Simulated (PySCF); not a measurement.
C₆H₁₂O.
Cartesian coordinates in Å at the PBE0-D3(BJ)/def2-SVP level; atoms count from 1:
```
atom  x, y, z in Å
C1    -2.168    1.446    0.472
C2    -0.850    0.897    0.905
C3    -0.197   -0.167    0.411
C4    -0.660   -1.020   -0.729
C5     1.110   -0.604    1.027
O6     2.157   -0.729    0.101
C7     2.586    0.490   -0.424
H8    -2.904    1.392    1.292
H9    -2.082    2.513    0.205
H10   -2.592    0.915   -0.391
H11   -0.371    1.427    1.738
H12   -0.949   -2.024   -0.370
H13    0.167   -1.174   -1.440
H14   -1.515   -0.594   -1.270
H15    1.389    0.091    1.845
H16    0.991   -1.608    1.470
H17    1.796    1.005   -1.003
H18    2.923    1.184    0.372
H19    3.435    0.285   -1.091
```

The closed-shell ground state was solved at several levels (PySCF, density fitting, gas phase, non-relativistic).

| level | basis functions | total energy (Eh) | HOMO (eV) | LUMO (eV) | gap (eV) | dipole (D) |
| --- | --- | --- | --- | --- | --- | --- |
| PBE0/pcSseg-1 | 179 | -310.6433 | -6.92 | 0.50 | 7.42 | 1.37 |
| B3LYP/pcJ-1 | 309 | -311.0773 | -6.70 | 0.27 | 6.97 | 1.34 |
| CAM-B3LYP/pcSseg-1 | 179 | -310.8531 | -8.22 | 1.66 | 9.88 | 1.39 |

**Question.** What might wB97X-D/def2-SVPD (239 basis functions) give for the same quantities?

**Answer.** Total energy -310.7424 Eh, HOMO -8.77 eV, LUMO 2.14 eV, gap 10.91 eV, dipole 1.39 D.

**Question.** Over all these levels, which gives the widest orbital gap and which the narrowest?

**Answer.** wB97X-D/def2-SVPD (range-separated hybrid) has the widest, 10.91 eV, and B3LYP/pcJ-1 (global hybrid, 20 % exact exchange) the narrowest, 6.97 eV. Functional and basis both differ between the two, so the spread mixes both effects.

**Question.** How far do the dipole and the HOMO energy spread over the levels?

**Answer.** The dipole runs from 1.34 to 1.39 D (mean 1.37 D) and the HOMO from -8.77 to -6.70 eV.

One conformer stands for the species.

wB97X-D is run here without its empirical dispersion term; that term would change no orbital, density or response property at a fixed geometry.
